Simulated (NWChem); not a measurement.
Everything below was run with NWChem. System: Sn (+1), charge 1, spin multiplicity 2. Its SCF solution wasn't tested for a lower state. Level: ROCCSD(T)/def2-TZVP with def2 effective core potentials on Sn, 4 core orbitals frozen.

Part of the output:

```
             Northwest Computational Chemistry Package (NWChem) 7.3.0
             --------------------------------------------------------

                                NWChem Input Module
                                -------------------

 Scaling coordinates for geometry "geometry" by  1.889725989
 (inverse scale =  0.529177249)

                             Geometry "geometry" -> ""
                             -------------------------

 Output coordinates in angstroms (scale by  1.889725989 to convert to a.u.)

  No.       Tag          Charge          X              Y              Z
 ---- ---------------- ---------- -------------- -------------- --------------
    1 Sn                  50.0000     0.00000000     0.00000000     0.00000000

 Effective nuclear repulsion energy (a.u.)       0.0000000000

            Nuclear Dipole moment (a.u.)
            ----------------------------
        X                 Y               Z
 ---------------- ---------------- ----------------
     0.0000000000     0.0000000000     0.0000000000

      Symmetry information
      --------------------

 Group name             D2h
 Group number             26
 Group order               8
 No. of unique centers     1

      Symmetry unique atoms

     1


 Summary of "ao basis" -> "" (spherical)
 ------------------------------------------------------------------------------
       Tag                 Description            Shells   Functions and Types
 ---------------- ------------------------------  ------  ---------------------
 *                         def2-tzvp                  on all atoms

 Summary of "ao basis" -> "ao basis" (spherical)
 ------------------------------------------------------------------------------
       Tag                 Description            Shells   Functions and Types
 ---------------- ------------------------------  ------  ---------------------
 Sn                        def2-tzvp                16       50   6s5p3d2f

                                 NWChem SCF Module
                                 -----------------

  ao basis        = "ao basis"
  functions       =    50
  atoms           =     1
  closed shells   =    10
  open shells     =     1
  charge          =   1.00
  wavefunction    = ROHF
  use symmetry    = T
  symmetry adapt  = T

 Summary of "ao basis" -> "ao basis" (spherical)
 ------------------------------------------------------------------------------
       Tag                 Description            Shells   Functions and Types
[...]
     2   2 0 0    -13.159785     -1.972578      0.000000
     2   1 1 0      0.000000      0.000000      0.000000
     2   1 0 1      0.000000      0.000000      0.000000
     2   0 2 0    -17.203494     -5.920111      0.000000
     2   0 1 1      0.000000      0.000000      0.000000
     2   0 0 2    -13.159785     -1.972578      0.000000

                   NWChem Extensible Many-Electron Theory Module
                   ---------------------------------------------


            General Information
            -------------------
      Number of processors :     1
         Wavefunction type : Restricted open-shell Hartree-Fock
          No. of electrons :    21
           Alpha electrons :    11
            Beta electrons :    10
           No. of orbitals :   100
            Alpha orbitals :    50
             Beta orbitals :    50
        Alpha frozen cores :     4
         Beta frozen cores :     4
     Alpha frozen virtuals :     0
      Beta frozen virtuals :     0
         Spin multiplicity : doublet
    Number of AO functions :    50
       Number of AO shells :    16
        Use of symmetry is : on
      Symmetry adaption is : on
         Schwarz screening : 0.10D-09

          Correlation Information
          -----------------------
          Calculation type : Coupled-cluster singles & doubles w/ perturbation
   Perturbative correction : (T)
            Max iterations :      100
        Residual threshold : 0.10D-05
     T(0) DIIS level shift : 0.00D+00
     L(0) DIIS level shift : 0.00D+00
     T(1) DIIS level shift : 0.00D+00
     L(1) DIIS level shift : 0.00D+00
     T(R) DIIS level shift : 0.00D+00
     T(I) DIIS level shift : 0.00D+00
   CC-T/L Amplitude update :  5-th order DIIS
                I/O scheme : Global Array Library
        L-threshold :  0.10D-05
        EOM-threshold :  0.10D-05
 no EOMCCSD initial starts read in
 TCE RESTART OPTIONS
 SLICE:      F
 D4D5:       F
 quantumc:   F
 qrotation:  F
 pwtce:      F
 qducc:      F
 nacto:                         0
 nrotv:                         0
 nrot:                          0

            Memory Information
            ------------------
          Available GA space size is     249031800 doubles
          Available MA space size is     104842172 doubles

 Maximum block size supplied by input
 Maximum block size        24 doubles

 tile_dim =      8

 -------------------------------------------------

 Global array virtual files algorithm will be used

 Parallel file system coherency ......... OK

 4-electron integrals stored in orbital form

 v2    file size   =           126049
 4-index algorithm nr.  13 is used
 imaxsize =       30
 imaxsize ichop =        0


CCSD iterations
 ---------------------------------------------------------
 Iter          Residuum       Correlation     Cpu    Wall
 ---------------------------------------------------------
    1   0.0997292682849  -0.2570959415932     1.3     1.3
    2   0.0186047260915  -0.2474931810836     1.3     1.3
    3   0.0069678148340  -0.2504084602951     1.3     1.3
    4   0.0028789333078  -0.2506155826718     1.4     1.4
    5   0.0012643614447  -0.2508113174461     1.4     1.4
    6   0.0001524197699  -0.2509175119815     1.3     1.3
    7   0.0000425047399  -0.2509189146145     1.4     1.4
    8   0.0000162982526  -0.2509191706427     1.3     1.3
    9   0.0000066003107  -0.2509192028375     1.3     1.3
   10   0.0000028663066  -0.2509193430206     1.3     1.3
   11   0.0000004947264  -0.2509194379631     1.3     1.3
 -----------------------------------------------------------------
 Iterations converged
 CCSD correlation energy / hartree =        -0.250919437963136
 CCSD total energy / hartree       =      -213.335575701409368

 Singles contributions

 Doubles contributions
 CCSD(T)
 Using plain CCSD(T) code
             total no. of tasks         5591
 total no. of tasks / no. procs         5591
                         wl_min            2           1.1
                         wl_max        13824           4.9
        thresh for no. of tasks         5591

 CCSD[T]  correction energy / hartree =        -0.005792743820868
 CCSD[T] correlation energy / hartree =        -0.256712181784004
 CCSD[T] total energy / hartree       =      -213.341368445230245
 CCSD(T)  correction energy / hartree =        -0.005315692173535
 CCSD(T) correlation energy / hartree =        -0.256235130136671
 CCSD(T) total energy / hartree       =      -213.340891393582893

 Task  times  cpu:       20.1s     wall:       20.1s

 Total times  cpu:       20.1s     wall:       20.1s
```

Question: Write an NWChem input that would produce this output.

Answer: One answer among several that fit: 
```
start mol
memory heap 100 mb stack 700 mb global 1900 mb
charge 1
geometry units angstroms nocenter noautoz
  Sn     0.000000     0.000000     0.000000
  symmetry group D2h
end
basis spherical
  * library def2-tzvp
end
ecp
  Sn library def2-ecp
end
scf
  rohf
  nopen 1
  maxiter 100
  thresh 1e-7
  semidirect memsize 60000000 filesize 0
  # guess.movecs holds the orbitals of an unrestricted PBE0 run
  vectors input guess.movecs output mol.movecs
end
tce
  freeze core 4
  ccsd(t)
  2eorb
  2emet 13
  thresh 1e-6
  maxiter 100
  tilesize 24
end
task tce energy
```
